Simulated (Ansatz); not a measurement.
System: BH$_{2}$S, charge 0, doublet. BH2S (SMILES [BH]S, doublet).
B3LYP-D3(BJ)/def2-TZVP minimum from Ansatz (a first-principles code):
```
B
H 1 1.1826
S 1 1.7362 2 133.59
H 3 1.3607 1 102.42 2 0.00
```
Charge 0, spin multiplicity 2.

Hartree-Fock and CCSD correlation energies in hartree (Ansatz). Radicals and triplets start from unrestricted determinants; spin-orbit coupling is neglected. Correlated methods leave the cores frozen. No relativity.

```tsv
basis	X	E(HF)	E(corr, CCSD)
cc-pV(T+d)Z	3	-423.36224	-0.28647
cc-pV(Q+d)Z	4	-423.36730	-0.30379
cc-pV(5+d)Z	5	-423.36828	withheld
```

Question: Fit E(corr) = E∞ + A/X³ to X = 3 and 4, predict X = 5, and compare with the run.

Answer: A = (-0.28647 - (-0.30379))/(1/27 - 1/64) = 0.8089; E∞ = -0.30379 - A/64 = -0.31643; at X = 5, E∞ + A/125 = -0.30996. The run gave -0.30940, 0.56 mEh above the prediction. The same form on X = 4 and 5 gives E∞ = -0.31529, 1.14 mEh above the first estimate.
